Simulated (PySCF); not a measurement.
```xyz
4
charge 0 multiplicity 1, angstrom
Ta    0.0000    0.0587   -0.1017
N     0.0000   -0.6385    1.4259
H     1.4025   -0.7931   -0.7769
H    -1.4025   -0.7931   -0.7769
```

Level of theory: PBE0 in PySCF with Ta def2-TZVP with ECP60, N def2-TZVP, H def2-TZVP; scalar-relativistic core potentials, no spin–orbit coupling; density-fitted integrals.

This geometry of H2TaN is a stationary point at this level.

Task: What is the point group?

Result: Cs.

Task: Is it a minimum?

Result: Yes: all harmonic wavenumbers are real.

Task: List the harmonic modes with their infrared intensities.

Result: 
| symmetry | ω (cm⁻¹) | IR (km/mol) |
| --- | --- | --- |
| a' | 548 | 39.7 |
| a'' | 613 | 21.7 |
| a' | 670 | 63.0 |
| a' | 1112 | 94.2 |
| a'' | 1848 | 246 |
| a' | 1867 | 110 |

Task: Give the atomic charges and bond orders.

Result: 
| atom | Mulliken | Löwdin | polar tensor | Mayer order to Ta1 |
| --- | --- | --- | --- | --- |
| Ta1 | 0.67 | 0.52 | 1.19 | – |
| N2 | -0.42 | -0.32 | -0.64 | 3.05 |
| H3,4 | -0.12 | -0.10 | -0.27 | 0.98 |

Task: What is the atomisation energy, with and without zero-point energy?

Result: 1167 kJ/mol without, 1128 kJ/mol with.

This need not be the most stable arrangement of these atoms. Spin–orbit coupling, left out here, can matter for elements this heavy.
